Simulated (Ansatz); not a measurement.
Consider the ligand exchange at a B–C bond: `OB([SiH3])C(F)Cl` + `N[SiH3]` → `OB([SiH3])N[SiH3]` + `FCCl`.

Isolated molecules relaxed with PBE0-D4/def2-TZVP in Ansatz; ΔE leaves out vibrations. CCSD(T)/CBS adds triple-zeta CCSD(T) − MP2 to the extrapolated MP2 energy (def2 sets, frozen cores). This one scheme is used for every species. DFT in def2-TZVPP. B3LYP here is the variant with VWN-RPA as its local correlation; programs differ in this. One conformer a species, not always the lowest.

`OB([SiH3])C(F)Cl`:

Z-matrix (Å, degrees):
```
Si
B 1 2.029
H 1 1.487 2 111.2
H 1 1.490 2 108.8 3 -119.5
H 1 1.487 2 110.9 3 121.8
C 2 1.594 1 120.4 3 -164.6
O 2 1.348 1 119.8 3 15.1
F 6 1.362 2 113.4 1 -22.2
Cl 6 1.794 2 103.3 1 95.9
H 6 1.095 2 116.8 1 -148.4
H 7 0.964 2 115.4 1 -179.6
```

`N[SiH3]`:

Cartesian coordinates in Å:
```
N 0.120 0.976 0.412
Si -0.166 -0.608 -0.192
H -0.002 1.771 -0.195
H 0.878 1.134 1.056
H -1.483 -0.604 -0.880
H 0.841 -1.128 -1.165
H -0.187 -1.541 0.964
```

`OB([SiH3])N[SiH3]`:

Cartesian coordinates in Å:
```
O 1.116 -1.057 0.595
B 0.011 -0.254 0.442
Si -1.447 -0.089 1.851
N -0.052 0.463 -0.771
Si 1.145 0.393 -2.042
H 1.153 -1.541 1.419
H -2.521 0.849 1.417
H -0.898 0.410 3.145
H -2.080 -1.411 2.134
H -0.847 1.063 -0.921
H 2.472 0.852 -1.564
H 0.669 1.303 -3.117
H 1.279 -0.981 -2.587
```

`FCCl`:

Cartesian coordinates in Å:
```
F -0.575 0.272 -1.200
C -0.038 0.125 0.035
Cl 0.688 -1.476 0.208
H -0.825 0.215 0.783
H 0.750 0.864 0.174
```

```tsv
level	ΔE (kJ/mol)	difference from CCSD(T)/CBS
B3LYP-D4	-119.8	0.1
ωB97X-V	-118.1	1.8
B2PLYP	-121.4	-1.5
PBE0	-119.6	0.3
HF/def2-TZVPP	-128.5	-8.6
CCSD/def2-TZVPP	-121.6	-1.7
CCSD(T)/def2-TZVPP	-120.5	-0.6
HF/def2-QZVPP	-129.3	-9.4
MP2/def2-QZVPP	-122.9	-3.0
SCS-MP2/def2-QZVPP	-123.0	-3.1
CCSD(T)/CBS	-119.9	0
```

Largest T1 diagnostic among the species: 0.013.

From PBE to PBE0 (25 % exact exchange), in def2-TZVPP and without D4, ΔE moves by −4.4 kJ/mol. In def2-TZVPP, CCSD(T) changes the Hartree–Fock value by +8.1 kJ/mol (the triples alone add +1.1 kJ/mol) and MP2 by +5.5 kJ/mol.
